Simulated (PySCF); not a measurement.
SMILES C#C[Si](O)(O)OC (C3H6O3Si), PBE0/def2-SVP optimised geometry.

```
13

C     -0.85     1.70     0.01
C     -0.43     0.56     0.00
Si     0.19    -1.17     0.00
O     -0.34    -1.99    -1.33
O      1.83    -1.17     0.00
O     -0.37    -1.94     1.34
C     -1.71    -2.06     1.73
H     -1.21     2.72     0.02
H     -0.01    -1.70    -2.18
H      2.27    -0.65     0.68
H     -2.27    -2.72     1.04
H     -2.22    -1.08     1.77
H     -1.74    -2.51     2.74
```

Density from PBE0/def2-TZVP (PySCF 2.14.0) at that geometry.

Minimum of the electron density along straight lines between bonded atoms, close to the bond critical point (lines longer than 1.1 times the sum of covalent radii, or with two minima, are not listed):

| bond | length / Å | ρ at the minimum / e bohr⁻³ | ∇²ρ there / e bohr⁻⁵ | position (fraction from the first atom) |
|---|---|---|---|---|
| C1–C2 | 1.217 | 0.412 | (withheld) | 0.53 |
| C2–Si3 | 1.838 | (withheld) | 0.29 | 0.61 |
| Si3–O4 | 1.644 | 0.142 | 0.81 | 0.41 |
| Si3–O5 | 1.644 | 0.142 | 0.81 | 0.41 |
| Si3–O6 | 1.639 | 0.142 | 0.84 | 0.41 |
| O6–C7 | 1.402 | (withheld) | -0.45 | 0.66 |
| C1–H8 | 1.076 | 0.284 | -1.05 | 0.67 |
| O4–H9 | 0.961 | 0.354 | -2.43 | 0.81 |
| O5–H10 | 0.961 | 0.354 | -2.43 | 0.81 |
| C7–H11 | 1.103 | 0.278 | -0.96 | 0.65 |
| C7–H12 | 1.105 | 0.277 | -0.95 | 0.65 |
| C7–H13 | 1.100 | 0.280 | -0.98 | 0.65 |

Problem. What belongs in the gaps?

Solution. 
- C1–C2, ∇²ρ there / e bohr⁻⁵: -1.23
- C2–Si3, ρ at the minimum / e bohr⁻³: 0.120
- O6–C7, ρ at the minimum / e bohr⁻³: 0.258
